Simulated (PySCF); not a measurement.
As₂H₆Si. Atoms are numbered in the order given.

```xyz
9

Si     0.0000     0.0000     1.0096
As     2.0644     0.0000    -0.2021
As    -2.0644     0.0000    -0.2021
H      0.0000    -1.2153     1.9012
H      0.0000     1.2153     1.9012
H      1.5536     1.1029    -1.1499
H      1.5536    -1.1029    -1.1499
H     -1.5536    -1.1029    -1.1499
H     -1.5536     1.1029    -1.1499
```

Geometry: PBE-D3(BJ)/def2-SVP. This is a generated structure with no PubChem entry under its InChIKey; it may be hypothetical.

Level of theory: PySCF with PBE-D3(BJ)/def2-SVP.

Frequencies are harmonic and unscaled.

Computed vibrational spectrum:
| mode | ν (cm⁻¹) | IR (km/mol) | moving atoms (share of kinetic energy) |
|---|---|---|---|
| 1 | 90 | 0.9 | As 71 %, Si 20 %, H 9 % |
| 2 | 107 | 0.0 | H 100 % |
| 3 | 130 | 2.1 | H 85 %, Si 9 % |
| 4 | 284 | 1.5 | Si 53 %, As 42 % |
| 5 | 324 | 10.9 | H 90 %, Si 9 % |
| 6 | 388 | 1.0 | Si 68 %, As 21 %, H 11 % |
| 7 | 509 | 0.0 | H 100 % |
| 8 | 521 | 64.5 | H 96 % |
| 9 | 614 | 2.0 | H 91 % |
| 10 | 685 | 0.5 | H 90 %, Si 9 % |
| 11 | 749 | 0.0 | H 99 % |
| 12 | 771 | 114.7 | H 89 %, Si 10 % |
| 13 | 875 | 56.2 | H 97 % |
| 14 | 948 | 0.4 | H 99 % |
| 15 | 952 | 36.6 | H 99 % |
| 16 | 2117 | 11.3 | H 99 % |
| 17 | 2119 | 66.4 | H 99 % |
| 18 | 2133 | 53.9 | H 98 % |
| 19 | 2135 | 0.0 | H 99 % |
| 20 | 2141 | 119.1 | H 98 % |
| 21 | 2158 | 160.3 | H 96 % |
